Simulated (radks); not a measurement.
Spherical quantum dot in the effective-mass picture: electrons in a parabolic well V = omega^2 r^2 / 2 with omega = 0.279, all in effective atomic units (hartree* = m*/eps^2 hartree, bohr* = eps/m* bohr), one dielectric constant everywhere. Method: non-relativistic Kohn-Sham, PBE, spin-polarised, spherical densities; computed with a radial shooting solver with Libxc functionals. Levels are named by radial order and angular momentum (1s, 1p, 1d, 2s, ...), and open shells are averaged over m.

N = 3, configuration 1s2 1p(up 1, down 0). This is the lowest configuration that the search found. Occupied and some empty levels:

level,occupation,eigenvalue (hartree*),<r> (bohr*)
1s up,1,1.1685,2.592
1s down,1,1.1956,2.521
1p up,1,1.3609,3.210
1p down,0,1.3982,3.205
1d up,0,1.5825,3.706
1d down,0,1.6201,3.735
2s up,0,1.6391,3.375
2s down,0,1.6543,3.401
1f up,0,1.8211,4.150
1f down,0,1.8548,4.188

Energy (hartree*): total 2.45091, kinetic 0.58218, external 1.0261, Hartree 1.4532, exchange-correlation -0.61054.

Electron density:

r (bohr*),n(r) (e/bohr*^3)
0.416,0.02591
0.864,0.02493
1.31,0.02311
1.76,0.02034
2.20,0.01673
2.65,0.01262
3.10,0.008585
3.54,0.005176
3.99,0.002746
4.44,0.001292
4.89,0.0005427
5.33,0.0002028
5.78,0.00006713
